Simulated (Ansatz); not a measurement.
Si₁₆BH₂₄⁻, a doped nanocrystal cut from the lattice of silicon (B on an inner site). Charge -1, multiplicity 3. Geometry PBE-D4/def2-SVP, that of the neutral doublet; atoms count from 1.

Cartesian coordinates in Å:
```
Si 0.444 4.135 -0.220
Si 2.602 0.948 1.426
Si -3.089 -1.951 1.010
Si 0.544 -2.008 1.938
B -0.962 0.871 0.387
Si 1.474 1.070 -2.274
Si -0.516 -2.040 -1.725
Si 3.204 -2.017 -0.853
Si -1.444 2.869 0.491
Si -2.898 0.428 0.929
Si 0.347 0.349 1.806
Si 1.296 3.414 -2.289
Si 3.137 0.337 -0.783
Si -1.565 -2.836 2.564
Si -2.639 -2.847 -1.115
Si 1.091 -2.829 -0.200
Si -0.625 0.310 -1.498
H -0.058 5.558 -0.316
H 1.502 4.079 0.849
H 3.481 0.159 2.366
H 2.870 2.411 1.666
H -4.525 -2.197 1.423
H 1.611 -2.408 2.930
H 1.758 0.544 -3.661
H -0.142 -2.429 -3.136
H 4.270 -2.528 0.084
H 3.526 -2.495 -2.248
H -1.795 3.336 1.883
H -2.585 3.268 -0.415
H -3.293 0.964 2.285
H -3.936 0.905 -0.058
H -0.047 0.834 3.185
H 2.626 4.086 -2.539
H 0.334 3.839 -3.368
H 4.475 0.910 -1.190
H -1.928 -2.399 3.960
H -1.615 -4.343 2.498
H -2.649 -4.354 -1.028
H -3.691 -2.411 -2.104
H 1.087 -4.341 -0.187
H -1.675 0.811 -2.469
```

Single mean-field runs in def2-TZVP are fitted with def2-universal-jkfit. The highest occupied level of the charge -1 triplet lies above zero (up to 0.65 eV). By energy differences its removal costs 0.42 eV (vertical, to the charge 0 doublet, at PBE0-D4/def2-TZVP); self-interaction error and the lack of diffuse functions both raise the level. At PBE0-D4/def2-TZVP a singlet of charge -1 lies 3.43 eV below the triplet at the same geometry.

(1) Estimate the Mulliken populations of the heavy atoms from the PBE0/def2-TZVP orbitals of Ansatz.

(2) Where does the spin sit?

(3) And the Mayer bond orders between bonded heavy atoms (over 0.3)?

## Answers

(1) 
| atom | charge (e) | spin (α − β) |
| --- | --- | --- |
| Si1 | 0.00 | 0.12 |
| Si2 | -0.03 | 0.03 |
| Si3 | 0.01 | 0.12 |
| Si4 | 0.02 | 0.05 |
| B5 | 0.18 | 0.22 |
| Si6 | 0.00 | 0.05 |
| Si7 | 0.02 | 0.04 |
| Si8 | 0.02 | -0.04 |
| Si9 | -0.02 | 0.20 |
| Si10 | -0.04 | 0.21 |
| Si11 | -0.06 | 0.13 |
| Si12 | -0.04 | 0.06 |
| Si13 | -0.01 | 0.12 |
| Si14 | -0.06 | 0.08 |
| Si15 | -0.05 | 0.06 |
| Si16 | 0.00 | 0.10 |
| Si17 | -0.09 | 0.14 |
Mulliken values and Mayer orders depend strongly on the basis.

(2) Summed by element: Si 1.47, B 0.22, H 0.32, of 2 unpaired in all. Largest on single atoms: B5 0.22, Si10 0.21, Si9 0.20.

(3) Si1–Si9 0.89 (2.38 Å); Si1–Si12 0.96 (2.35 Å); Si2–Si11 0.94 (2.36 Å); Si2–Si13 0.96 (2.35 Å); Si3–Si10 0.85 (2.39 Å); Si3–Si14 0.96 (2.35 Å); Si3–Si15 0.96 (2.35 Å); Si4–Si11 0.91 (2.37 Å); Si4–Si14 0.90 (2.35 Å); Si4–Si16 0.95 (2.35 Å); B5–Si9 0.63 (2.06 Å); B5–Si10 0.64 (2.06 Å); B5–Si11 0.92 (2.00 Å); B5–Si17 0.92 (2.00 Å); Si6–Si12 0.91 (2.35 Å); Si6–Si13 0.95 (2.35 Å); Si6–Si17 0.90 (2.36 Å); Si7–Si15 0.91 (2.35 Å); Si7–Si16 0.95 (2.35 Å); Si7–Si17 0.92 (2.36 Å); Si8–Si13 0.95 (2.36 Å); Si8–Si16 0.94 (2.36 Å).
